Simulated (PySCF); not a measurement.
**NMR data sheet: C5H3F3O2**

* Formula: C5H3F3O2
* SMILES: O=C1C=C[C@@H]1OC(F)(F)F
* InChI: InChI=1S/C5H3F3O2/c6-5(7,8)10-4-2-1-3(4)9/h1-2,4H/t4-/m0/s1
* Point group of the computed structure: C1
* Degrees of unsaturation: 3
* Carbon signals: 5
* Proton signals: 3

Molfile (atoms numbered from 1):
```
C5H3F3O2
     RDKit          3D

 13 13  0  0  0  0  0  0  0  0999 V2000
    1.2643    2.2946   -0.2856 O   0  0  0  0  0  0  0  0  0  0  0  0
    1.2695    1.1212   -0.1025 C   0  0  0  0  0  0  0  0  0  0  0  0
    2.2537    0.0224   -0.0550 C   0  0  0  0  0  0  0  0  0  0  0  0
    1.3046   -0.9240   -0.0019 C   0  0  0  0  0  0  0  0  0  0  0  0
    0.1440    0.0430    0.0724 C   0  0  2  0  0  0  0  0  0  0  0  0
   -0.7821   -0.0351   -1.0197 O   0  0  0  0  0  0  0  0  0  0  0  0
   -2.0583   -0.1218   -0.6986 C   0  0  0  0  0  0  0  0  0  0  0  0
   -2.3454   -1.2016    0.0583 F   0  0  0  0  0  0  0  0  0  0  0  0
   -2.5147    0.9246    0.0083 F   0  0  0  0  0  0  0  0  0  0  0  0
   -2.7926   -0.2089   -1.7962 F   0  0  0  0  0  0  0  0  0  0  0  0
    3.3271    0.0059   -0.0639 H   0  0  0  0  0  0  0  0  0  0  0  0
    1.3107   -1.9974   -0.0218 H   0  0  0  0  0  0  0  0  0  0  0  0
   -0.3850    0.0776    1.0272 H   0  0  0  0  0  0  0  0  0  0  0  0
  1  2  2  0
  2  3  1  0
  3  4  2  0
  4  5  1  0
  5  6  1  0
  6  7  1  0
  7  8  1  0
  7  9  1  0
  7 10  1  0
  5  2  1  0
  3 11  1  0
  4 12  1  0
  5 13  1  1
M  END
```

[PySCF: PBE0/pcSseg-1 with gauge-including orbitals; coordinates at the GFN2-xTB level; averaged over atoms made equivalent by symmetry, fast rotation or ring inversion; one computed conformer; no solvent model; non-relativistic Hamiltonian]

Referencing at the same level of theory: 1H (σ = 31.72 ppm), 13C (σ = 186.93 ppm) vs TMS; CFCl3 for 19F (σ = 170.95 ppm); H2O for 17O (σ = 336.08 ppm).

```tsv
carbon	δC, type	δH (multiplicity)	HMBC from (2–3 bonds)	span of the C tensor (ppm)
C2	185.0, C	–	H12, H11, H13	169
C3	155.2, CH	6.64 (d)	H12, H13	196
C4	174.3, CH	8.73 (m)	H11, H13	284
C5	92.8, CH	5.60 (m)	H12, H11	59
C7	130.1, C	–	H13	18
```

Other nuclei:
| atoms | nucleus | environment | δ (ppm) | σ (ppm) |
| --- | --- | --- | --- | --- |
| F8/F9/F10 | 19F | fluorine of an OCF3 group | -74.6 | 245.5 |
| O1 | 17O | ketone oxygen | 587.8 | -251.8 |
| O6 | 17O | ether oxygen | 130.6 | 205.5 |

1. Carbon types of the structure: 2 × C, 3 × CH, which accounts for all hydrogens.
2. δC 185.0: ketone carbonyl carbon; low-lying n→π* states of the double bond to the heteroatom give a large paramagnetic term (-247 ppm).
3. δC 174.3: β carbon of a C=C–C=O unit; conjugation with the carbonyl draws π density from the β position.
4. δC 155.2: α carbon of a C=C–C=O unit; the olefinic region.
5. δC 130.1: CF3 carbon; 4 electronegative neighbours deshield it.
6. δC 92.8: sp3 CH bonded to O, α to a carbonyl; the inductive effect lowers its shielding.

Splittings by 19F in the carbon and heteronuclear signals aren't shown, as no couplings were computed. Shifts are as computed. Against solution values, carbons near 30 ppm lie about +3 ppm off and those near 130 ppm about +5 ppm (rms about the fit 2.1 ppm; single classes can miss by 10 ppm). Of 1328 compounds with measured shifts, 309 miss one by over three times the rms of a fit or turn the order of signals round; such compounds aren't used in these exercises. Signals without a measured value on file couldn't be tested in this way; 1H shifts scatter by 0.2 ppm about their fit, and single ones miss by 0.5 ppm. Unscaled 19F shifts against computed CFCl3 carry errors that often reach 10 to 50 ppm. Unscaled 17O shifts of doubly bonded oxygen tend to come out too high, by tens of ppm or more. Experimental scales use liquid or dissolved standards, which lie at an offset from isolated H2O (liquid H2O: subtract about 36 ppm). No couplings were computed; multiplicities are counted from neighbouring protons, with m where these are inequivalent, close in shift, in a saturated or five-membered ring or joined by F or P, and br s for small geminal =CH2 splittings.
